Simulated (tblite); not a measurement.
Species: C5H9F2NSi2.
Cartesian coordinates in Å at the GFN2-xTB level; atoms count from 1:
```
atom  x, y, z in Å
N1     2.842   -0.241   -1.883
C2     2.668    0.222   -0.850
C3     2.387    0.784    0.430
Si4    0.556    0.456    0.927
F5     0.442    1.347    2.285
C6    -0.615    1.194   -0.397
C7    -1.846    0.296   -0.489
F8    -2.587    0.458    0.677
C9    -1.488   -1.182   -0.613
Si10  -0.371   -1.661    0.873
H11    2.580    1.858    0.396
H12    3.059    0.346    1.167
H13   -0.141    1.223   -1.378
H14   -0.939    2.207   -0.158
H15   -2.514    0.620   -1.299
H16   -0.965   -1.329   -1.558
H17   -2.406   -1.767   -0.657
H18    0.506   -2.771    0.489
H19   -1.180   -2.050    2.029
```

Level: GFN2-xTB in tblite, geometry and Hessian alike; calculated harmonic values, unscaled, isolated species. The method is semi-empirical: single wavenumbers can be off by several per cent or more. Modes of hydrogen on silicon can be 10 to 20 % off. One conformer, not necessarily the lowest.

Harmonic wavenumbers (cm⁻¹): 31.7, 39.2, 83.2, 95.9, 115.7, 167.0, 186.3, 193.5, 267.9, 336.3, 375.3, 397.9, 408.3, 432.5, 486.1, 506.7, 591.7, 617.6, 675.8, 717.9, 727.1, 749.2, 757.5, 769.2, 789.8, 804.4, 900.5, 966.8, 1015.7, 1035.9, 1064.1, 1114.7, 1169.6, 1177.5, 1200.0, 1256.9, 1298.1, 1301.9, 1408.1, 1446.4, 1461.8, 2242.1, 2258.6, 2399.6, 2893.7, 2967.9, 2988.5, 2991.2, 2994.1, 3000.2, 3004.8.

A = 1297, B = 742.7, C = 652.7 MHz; mass 177.024 u (most abundant isotopes); point group C1, symmetry number 1.

Problem. What is the zero-point energy?

Solution. ½Σν̃ = 28441 cm⁻¹ = 340.23 kJ/mol.

Problem. Give the ideal-gas entropy at 273.15 K and 1 bar in the rigid-rotor, harmonic-oscillator model (classical rotation).

Solution. Translation 171.59, rotation 127.00, vibration 154.55: S = 453.1 J/(mol K).

Problem. And Cp and H(273.15 K) − H(0)?

Solution. Cp = 183.15 J/(mol K), of which vibrations give 149.89 (their classical limit is 51 R = 424.0); H(273.15 K) − H(0) = 30.48 kJ/mol without the zero-point energy, 21.40 from vibrations.

Problem. How do the functions run with temperature in this model?

Solution. 
```
 T (K)  S (J/(mol K))  Cp (J/(mol K))  H − H(0) (kJ/mol)  G − H(0) (kJ/mol)  ln q(vib)
   150          364.0           119.9              11.78             -42.82       4.82
   250          437.4           171.7              26.37             -82.98       8.37
298.15          469.7           195.1              35.21            -104.83      10.03
   400          533.3           238.0              57.35            -155.96      13.46
   600          642.0           297.7             111.39            -273.82      19.83
   900          773.9           351.7             209.54            -486.99      28.40
```

q(vib) and H(0) count from the zero-point level.

Problem. Which modes carry the vibrational entropy at 273.15 K?

Solution. 31.7 cm⁻¹: 23.21; 39.2 cm⁻¹: 21.45; 83.2 cm⁻¹: 15.24; 95.9 cm⁻¹: 14.08; 115.7 cm⁻¹: 12.56; 167.0 cm⁻¹: 9.64 J/(mol K); the other 45 give 58.38 together.

Hindered rotation and anharmonicity are outside this model. Other conformers, if any are populated, would add a mixing term that is left out. The structure is chiral; the term R ln 2 for an equal mix with its mirror image is left out.
